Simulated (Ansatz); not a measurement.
Breaking the Si2–N1 bond in H5NSi (SMILES N[SiH3]) (multiplicity 1 held, fragments rigid). Energies count from the point at 1.724 Å.
Geometry at that point (charge 0, multiplicity 1):
```xyz
7

N      1.140    -0.079    -0.110
Si    -0.573     0.047     0.030
H      1.737     0.601     0.333
H      1.582    -0.985    -0.128
H     -1.141    -0.286     1.366
H     -0.952     1.446    -0.273
H     -1.179    -0.882    -0.951
```

Restricted levels (R-, RO-) in cc, def2 and unpolarised 6-31G sets keep to the state of the molecule at rest. U- levels take the lowest unrestricted solution at each point, which mixes spins at long bonds. Active spaces are followed from a long bond inwards. Curves can end on different states.

Correlated levels freeze the cores.

The values were computed with Ansatz (a first-principles code) with Gaussian orbitals. 

Energies in kJ/mol.

```
R (Å)  R-SCS-MP2/cc-pV(D+d)Z  U-CCSD/cc-pV(D+d)Z  CASSCF(2,2)/cc-pV(D+d)Z  FIC-MRCISD+Q on CASSCF(2,2)/cc-pV(D+d)Z
-----  ---------------------  ------------------  -----------------------  ---------------------------------------
1.379                    312                 312                      295                                      312
1.551                     59                  59                       59                                       59
1.724                      0                   0                        0                                        0
1.896                     28                  28                       26                                       27
2.069                     93                  93                       87                                       90
2.327                    209                 208                      194                                      203
2.586                    318                 318                      287                                      303
3.017                    450                 403                      362                                      392
3.448                    506                 405                      368                                      405
3.965                    496                 405                      367                                      407
4.654                    420                 406                      367                                      409
5.516                    290                 407                      368                                      409
```

Doubts at one or more of the structures used: a restricted determinant that unrestricted orbitals would lower (R-SCS-MP2/cc-pV(D+d)Z); a spin-contaminated determinant (U-CCSD/cc-pV(D+d)Z); T1 above 0.05 (U-CCSD/cc-pV(D+d)Z); the program's own flag: other amplitudes (U-CCSD/cc-pV(D+d)Z).
